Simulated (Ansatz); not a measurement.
## CH5N ··· H2

The pair of CH5N (SMILES CN, atoms 1–7) and H2 (SMILES [H][H], atoms 8–9), both closed shells, in one local arrangement (a lower one may exist), relaxed at PBE0-D4/def2-TZVP:

```tsv
atom	x (Å)	y (Å)	z (Å)
C1	-0.5899	-0.3585	-0.6974
N2	0.4669	0.5870	-0.3805
H3	-0.9266	-0.3513	-1.7438
H4	-1.4575	-0.1566	-0.0653
H5	-0.2528	-1.3703	-0.4613
H6	0.1725	1.5347	-0.5774
H7	1.2883	0.4105	-0.9441
H8	0.6291	-0.2818	2.7850
H9	0.6701	-0.0137	2.0849
```

Ansatz 0.2.0; basis: def2-TZVPPD, with def2-QZVPPD for the basis limit; cores frozen in the correlated methods. B3LYP uses VWN-RPA correlation. Extrapolation: Hartree–Fock as exp(−7.88 √X), correlation as X^−2.97. Interaction energies count from these two fragments, frozen as in the pair, with the counterpoise correction; negative means bound.

What is the interaction energy by CCSD(T) at an estimated basis limit (MP2 extrapolated from triple and quadruple zeta, plus CCSD(T) − MP2 in triple zeta)? (Judge from chemistry; the value comes from the calculation.)

By the calculation: -3.6 kJ/mol. Hartree–Fock alone gives 0.6 kJ/mol at the basis limit, so without correlation the pair would not bind at this distance. It counts from the two fragments frozen as in the pair.

The same quantity by other methods in triple zeta, and each one's difference from that estimate:
| method | E_int (kJ/mol) | difference |
| --- | --- | --- |
| PBE-D4 | -5.6 | -2.0 |
| revPBE-D4 | -4.4 | -0.8 |
| BLYP-D4 | -3.7 | -0.1 |
| r2SCAN-D4 | -3.2 | 0.4 |
| B97M-V | -4.6 | -1.0 |
| PBE0-D4 | -4.9 | -1.3 |
| B3LYP-D4 | -4.0 | -0.4 |
| HSE06-D4 | -5.0 | -1.4 |
| wB97X-V | -3.9 | -0.3 |
| wB97M-V | -3.8 | -0.2 |
| B2PLYP | -2.3 | 1.3 |
| HF | 0.6 | 4.2 |
| MP2 | -3.1 | 0.5 |
| CCSD | -2.6 | 1.0 |
| CCSD(T) | -3.1 | 0.5 |
Differences are method less estimate.

Which atoms make the shortest contact between the fragments?

N2 and H9, 2.55 Å apart.

Basis-set superposition shift (counterpoise-corrected less uncorrected): CCSD(T) 0.7; MP2 0.7; HF 0.1; PBE0-D4 0.1; wB97M-V 0.2 kJ/mol.

The T1 diagnostic stays at or below 0.009.

For scale, one of the runs: CCSD(T)/def2-TZVPPD, 193 basis functions, launched by `ansatz run in.yaml --threads 2 --pin off --events-out ev --progress --plain --max-ram 5222MiB`. The run took 32 s on 2 CPU threads of an Arm Neoverse V1 (shared host), with 2.2 GiB of host memory at its peak.
